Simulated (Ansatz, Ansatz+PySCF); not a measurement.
```xyz
2

S     0.0000    0.0000   -0.8758
S     0.0000    0.0000    0.8758
```

Basis set: def2-SVP (spherical functions). Correlated methods keep 10 orbitals frozen. Correlation on ROHF uses semicanonical orbitals with singles. Charge 0, multiplicity 3.

Computed with Ansatz (development build ahead of 0.2.0); each method stands on the lowest determinant of its kind that the runs found.

The atomization energy at this shape (free ground-state atoms in the same class of orbitals less the molecule, no zero-point energy) of triplet S2:

```tsv
method	atomization energy
ROHF-CCSD(T)	3.03 eV
ROHF-MP2	3.33 eV
UHF-MP2	3.23 eV
UHF	1.50 eV
ROHF	1.43 eV
```

Q: What does ROHF-CCSD give?

A: 2.85 eV. Caution: the shape is not the minimum.
